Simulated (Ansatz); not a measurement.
`[F][SnH2][F]` + `N=C=O` → `O=C=[N][SnH2][F]` + H–F  (ligand exchange at the Sn–F bond)

Program: Ansatz. Geometries: PBE0-D4/def2-TZVP. ΔE: electronic, gas phase. CCSD(T)/CBS adds triple-zeta CCSD(T) − MP2 to the extrapolated MP2 energy (def2 sets, frozen cores). This one scheme is used for every species. Functionals use def2-TZVPP. def2 core potentials past Kr. For Sn outer-core shells are correlated without core-valence functions, which leaves a few kJ/mol of doubt a bond. Each species was taken in one conformer, which may not be the lowest.

| species | PBE-QIDH energy (Eh) |
| --- | --- |
| `[F][SnH2][F]` | -414.92143 |
| `N=C=O` | -168.53883 |
| `O=C=[N][SnH2][F]` | -483.07433 |
| H–F | -100.38493 |

**Question.** Work out ΔE.

**Answer.** ΔE = (-483.07433) + (-100.38493) − (-414.92143) − (-168.53883) = 0.00100 Eh = +0.6 kcal/mol. CCSD(T)/CBS gives +1.0 kcal/mol.

Largest T1 diagnostic among the species: 0.018.

At CCSD(T), def2-SVP lies +1.5 kcal/mol from the extrapolated value and def2-TZVPP −0.8 kcal/mol. From r2SCAN to r2SCAN0 (25 % exact exchange), in def2-TZVPP and without D4, ΔE moves by −2.1 kcal/mol.
